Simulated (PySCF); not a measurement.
Calculation: PBE-D3(BJ)/def2-TZVP // r2SCAN-D4/def2-SVP in PySCF 2.14.0. Gas-phase values, no solvent. One relaxed conformer stands for a flexible species; it need not be the lowest. Delta-SCF ions had no search for a lower state. 

Reference species (SMILES): `[GeH2]([SiH3])[SiH3]` (neutral, multiplicity 1).

```json
{
  "LUMO": "-0.92 eV",
  "vertical ionisation energy (Delta-SCF)": "9.56 eV"
}
```

Changed species: `[GeH2]([GeH2][GeH2][GeH2][GeH2][SiH3])[GeH2][SiH3]` (n = 6; the reference has n = 1).

Q: What does the change do to the LUMO and vertical ionisation energy (Delta-SCF)?

A: the LUMO falls by 0.93 eV, to -1.85 eV; the vertical ionisation energy (Delta-SCF) falls by 1.75 eV, to 7.81 eV.
